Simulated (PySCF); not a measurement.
**Dipole response of Ag(22+) (silver, charge +22)**

[Ar] 3d7, high-spin 4F determinant. Calculation: PySCF 2.14, in an uncontracted even-tempered set (19 s from 2.2 bohr⁻², ratio 2.5; 13 p from 2.9 bohr⁻², ratio 2.5; 8 d from 2.9 bohr⁻², ratio 2.5; 4 f from 14 bohr⁻², ratio 2.7; 3 g from 21 bohr⁻², ratio 2.7); scalar relativity by spin-free X2C-1e. Coupled (time-dependent) response in atomic units; α is the mean over directions.

| method | mean α (bohr³) | C₆ (like pair) | S(−4) |
| --- | --- | --- | --- |
| UHF | 0.02211 | 0.007178 | 0.0001657 |

S(−4) is the Cauchy moment in α(ω) = α(0) + S(−4) ω² + …

Spin-orbit coupling is absent.

α(iu) at UHF:

```tsv
u (hartree)	α(iu) (bohr³)
0	0.02211
2.00	0.02148
4.00	0.01999
8.00	0.01672
12.0	0.01424
16.0	0.01238
20.0	0.01087
30.0	0.007976
40.0	0.005961
60.0	0.003562
100	0.001632
```

For an ion, C₆ is the dispersion term alone; charge-induced terms of lower order in 1/R come first.

Spin-orbit coupling, absent here, splits the open shell strongly.
